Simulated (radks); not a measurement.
Values are calculated unless marked as measured or tabulated.
Problem. The mean radii <r> (bohr) of the occupied orbitals of an atom or ion are listed with their occupations. Code: a radial shooting solver on a logarithmic mesh with Libxc functionals. Model: scalar-relativistic Kohn-Sham, exchange-only B88, spin-polarised, spherical densities, finite nucleus; Fermi nuclear charge, rms radius of each element as measured or else 0.836 A^(1/3) + 0.57 fm.

| orbital | occ. | <r> |
|---|---|---|
| 1s up | 1 | 0.3771 |

Name the element and its charge. Open shells, if any, are filled with parallel spins first.

Solution. Z = 4, beryllium, charge +3: Be3+ in 1s1. The 1s radius gives Z: for a bare nucleus <r> = (2 gamma + 1)/(2Z) with gamma = sqrt(1 - (Z/c)^2), 0.3749 bohr for Z = 4, and the self-interaction of the functional makes it slightly larger (0.3771 here). The occupations add up to 1, and the charge is Z minus that.
